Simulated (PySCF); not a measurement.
ZnH, SMILES [ZnH+] (connectivity only; charge and spin as stated), charge +1, multiplicity 1.

The structure is a stationary point at PBE-D3(BJ)/def2-TZVPD. The multiplicity is an assumed one; other spin states were not compared.

Two levels are set side by side: PBE/def2-TZVPD (PySCF) and ωB97X/def2-TZVPD (PySCF). Same geometry, gas phase. Differences are taken from unrounded values.

```
quantity                      ωB97X     PBE  PBE minus ωB97X
---------------------------  ------  ------  ---------------
orbital gap (eV)              10.95    4.41            -6.54
highest occupied level (eV)  -18.99  -15.65             3.34
lowest empty level (eV)       -8.04  -11.24            -3.20
mean polarisability (bohr³)    18.1    18.1             -0.1
```

Without exact exchange PBE keeps part of each electron's self-repulsion, which lifts occupied levels and narrows the gap. Differences between two approximate levels are no errors against the true value.

Rough cost on one machine, each run with all the roots and properties that it gave: ωB97X against PBE within a factor of 2.
